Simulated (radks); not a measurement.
The numbers below are computed, except where a source is named.
Fractional charge and spin in the 2s shell of neon: the spin-up occupation runs from 0 to 1 and the spin-down occupation from 0 to 1; the fullest corner is Ne2+, [He] 2p(up 2, down 2) 2s(up 1, down 1). Code: a radial shooting solver on a logarithmic mesh with Libxc functionals. Model: non-relativistic Kohn-Sham, BLYP, spin-polarised, spherical densities, point nucleus. Energy (eV) minus the two flat planes that join the four corners (they meet along the diagonal where the two added fractions sum to one electron); zero is where a piecewise linear energy would lie.

\begin{tabular}{lrrrrr}
down \ up & 0 & 0.25 & 0.5 & 0.75 & 1 \\ \hline
0 & 0.000 & -2.342 & -3.116 & -2.331 & 0.000 \\
0.25 & -2.342 & -2.905 & -1.929 & 0.574 & -2.163 \\
0.5 & -3.116 & -1.929 & 0.766 & -1.795 & -2.873 \\
0.75 & -2.331 & 0.574 & -1.795 & -2.697 & -2.147 \\
1 & 0.000 & -2.163 & -2.873 & -2.147 & 0.000 \\
\end{tabular}

Corners above the fullest one (they belong to Ne3+ and the next ion): (up 1, down 0) 89.239 eV, (up 0, down 1) 89.239 eV, (up 0, down 0) 205.50 eV. With half an added electron in each spin the energy lies 0.766 eV from the planes, and with half an added electron in spin up alone -3.116 eV. The planes are only a guide here: the flat-plane condition holds for ground states with one frontier orbital, while this shell lies below other occupied shells, so the corners above the fullest one are inner-hole states and not the ground states of those ions.
